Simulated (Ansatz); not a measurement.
Molecule: sum formula GaHCl2, net charge 0, singlet state. 
Structure (B3LYP-D3(BJ)/def2-TZVP (Ansatz, a program for electronic structure) minimum search):
```xyz
4

Cl    -0.6866     1.7723     0.0136
Ga    -0.4421    -0.3575    -0.0109
Cl     1.5894    -1.0423     0.0087
H     -1.6438    -1.3292    -0.0407
```

Quantity: atomisation energy (electronic, to ground-state atoms), in kJ/mol. Correlated levels leave the core frozen unless marked. UHF or UKS for open shells. Spin-orbit coupling is left out. The frozen core is the preceding noble-gas configuration, with the filled d and f shells of earlier blocks. No relativistic terms. The coupled-cluster limit lacks core correlation, which all-electron functionals hold. CBS marks a two-point X^-3 extrapolation of the correlation energy; Hartree-Fock from the larger set. The bracket is a focal-point correction in the basis named.

```csv
level,program,atomisation energy (kJ/mol)
B97M-V/def2-TZVPD,Ansatz,1050.9
PBE0-D3(BJ)/def2-TZVP,Ansatz + dftd3,1019.9
LC-wPBE-D4/def2-TZVPD,Ansatz + dftd4,1026.3
wB97X-V/def2-TZVPD,Ansatz,1035.1
MP2/def2-SVP,Ansatz,986.6
RI-MP2/def2-TZVPPD,Ansatz,1041.0
SCS-MP2/def2-SVPD,Ansatz,977.4
CCSD(T)/6-31G*,Ansatz,913.1
"RI-MP2/CBS(def2-TZVPP,def2-QZVPP)+[CCSD(T)-MP2]/def2-QZVPP",Ansatz,1038.0
"CCSD(T)/CBS(def2-TZVPPD,def2-QZVPPD)",Ansatz,1038.9
```
